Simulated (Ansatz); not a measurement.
This geometry of AlCl₂H₅OSi (10 atoms, charge 0, multiplicity 1) is a first-order saddle point.

Method: Ansatz 0.2.0, RKS BLYP-D4/6-31G*.

```xyz
10
Properties=species:S:1:pos:R:3
Al 0.010 -0.106 -0.089
H 0.140 -0.197 1.645
Cl 1.743 0.682 -1.012
Cl -1.907 0.520 -0.750
O 0.078 -1.922 0.296
Si -0.704 -3.415 -0.001
H 0.182 -4.507 0.493
H -2.009 -3.446 0.722
H -0.913 -3.521 -1.473
H 0.109 -1.261 1.329
```

(1) Which two structures does it join? (They come from a converged band through this point; their orientation in space is the band's.)

(2) How far does it lie above each of them?

## Answers

(1) Bonds broken: Al1–H2, O5–H10. Bonds formed: H2–H10. AlCl2H5OSi becomes AlCl2H3OSi + H2.

Initial state:

```xyz
10
Properties=species:S:1:pos:R:3
Al -0.081 0.019 0.145
H 0.128 0.758 1.529
Cl 1.517 0.085 -1.293
Cl -2.048 -0.014 -0.748
O -0.021 -1.866 0.736
Si -0.673 -3.277 -0.075
H 0.154 -4.408 0.438
H -2.100 -3.450 0.305
H -0.473 -3.026 -1.519
H 0.325 -1.993 1.644
```

Final state:

```xyz
10
Properties=species:S:1:pos:R:3
Al 0.076 -0.373 -0.592
H -0.238 0.167 2.150
Cl 1.960 0.566 -0.667
Cl -1.656 0.779 -0.944
O -0.015 -2.049 -0.356
Si -0.672 -3.571 -0.182
H 0.430 -4.582 -0.156
H -1.442 -3.655 1.100
H -1.592 -3.881 -1.321
H -0.122 -0.573 2.130
```

(2) 0.73 eV above the first and 1.10 eV above the second. This is the barrier of this one path; another mechanism may lie lower. The orbitals stay closed-shell, which can raise the energy where a bond breaks towards radicals; this wasn't checked here.

The run took 2.3 min on 2 threads of Intel(R) Xeon(R) 6975P-C (Granite Rapids), on a shared host, peak memory 0.17 GiB.
